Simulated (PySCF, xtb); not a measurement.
C2H5NOSi, SMILES N#CC[SiH2]O.

xtb 6.7.1 with GFN2-xTB at its own geometry gives an orbital gap of 5.66 eV and a dipole moment of 5.12 D.

Coordinates come from a B3LYP-D3(BJ)/def2-SVP optimisation. The structure was generated by enumeration, and PubChem lists no compound with its InChIKey, so it may never have been made. One conformer was computed; it need not be the lowest.

Question: What does PySCF with r2SCAN/def2-TZVP give? (Estimate from the structure and the level; the computed values follow.)

Answer: gap 7.12 eV (levels -7.82 and -0.70 eV), dipole 4.69 D.
